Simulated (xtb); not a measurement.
xtb input (GFN-FF):

```bash
xtb mol.xyz --gfnff --opt tight --chrg 0 --uhf 0
```
mol.xyz:
```
11

C     -3.08304239     0.11642251     0.24811821
C     -1.96664962    -0.92009393     0.09346696
Si    -0.25250373    -0.20335487     0.00644632
Br    -0.07478178     1.17311825    -1.73333021
Br     0.20562000     0.93887851     1.86076864
Br     1.24091755    -1.83568314    -0.21645076
H     -3.09662683     0.81204749    -0.59152379
H     -2.95978841     0.69773653     1.16242658
H     -4.05600355    -0.37503404     0.29199607
H     -1.96479612    -1.62526914     0.92950646
H     -2.10103296    -1.51146073    -0.81673302
```

End of the output:

```
         :::::::::::::::::::::::::::::::::::::::::::::::::::::
         ::                     SUMMARY                     ::
         :::::::::::::::::::::::::::::::::::::::::::::::::::::
         :: total energy              -1.211630246123 Eh    ::
         :: gradient norm              0.000230897527 Eh/a0 ::
         ::.................................................::
         :: bond energy               -1.271017489039 Eh    ::
         :: angle energy               0.003558164480 Eh    ::
         :: torsion energy             0.000002362986 Eh    ::
         :: repulsion energy           0.079158916428 Eh    ::
         :: electrostat energy        -0.013038863666 Eh    ::
         :: dispersion energy         -0.009215106388 Eh    ::
         :: HB energy                  0.000000000000 Eh    ::
         :: XB energy                  0.000000000000 Eh    ::
         :: bonded atm energy         -0.001078230925 Eh    ::
         :: external energy            0.000000000000 Eh    ::
         :: add. restraining           0.000000000000 Eh    ::
         :: total charge              -0.000000000000 e     ::
         :::::::::::::::::::::::::::::::::::::::::::::::::::::

           -------------------------------------------------
          |                Property Printout                |
           -------------------------------------------------

molecular dipole:
                 x           y           z       tot (Debye)
 q only:       -1.011      -0.214       0.065       2.631
           -------------------------------------------------
          |                Geometry Summary                 |
           -------------------------------------------------

      molecular mass/u    :      296.8572576
   center of mass at/Å    :       -0.0084316       0.0019643       0.0007858
  moments of inertia/u·Å² :        0.7538415E+03   0.7964487E+03   0.1148416E+04
rotational constants/cm⁻¹ :        0.2236230E-01   0.2116600E-01   0.1467903E-01
Note: The following floating-point exceptions are signalling: IEEE_UNDERFLOW_FLAG IEEE_DENORMAL
normal termination of xtb

 * 10 selected distances

     #   Z          #   Z                                           value/Å
     1   6 C        2   6 C                                       1.5058808
     2   6 C        3  14 Si                                      1.8742772
     3  14 Si       4  35 Br                                      2.2293026
     3  14 Si       5  35 Br                                      2.2293026
     3  14 Si       6  35 Br                                      2.2306366 (max)
     1   6 C        7   1 H                                       1.0917390
     1   6 C        8   1 H                                       1.0917390 (min)
     1   6 C        9   1 H                                       1.0924281
     2   6 C       10   1 H                                       1.0920684
     2   6 C       11   1 H                                       1.0920684

 * 4 distinct bonds (by element types)

   Z      Z             #   av. dist./Å        max./Å        min./Å
   1 H    6 C           5     1.0920086     1.0924281     1.0917390
   6 C    6 C           1     1.5058808     1.5058808     1.5058808
   6 C   14 Si          1     1.8742772     1.8742772     1.8742772
  14 Si  35 Br          3     2.2297473     2.2306366     2.2293026

optimized geometry written to: xtbopt.xyz

           -------------------------------------------------
          | TOTAL ENERGY               -1.211630246123 Eh   |
          | GRADIENT NORM               0.000230897527 Eh/α |
           -------------------------------------------------
########################################################################
[WARNING] Runtime exception occurred
-1- gfnff_setup: Could not read topology file.
########################################################################

------------------------------------------------------------------------
------------------------------------------------------------------------
 total:
 SCF:
 ANC optimizer:
```
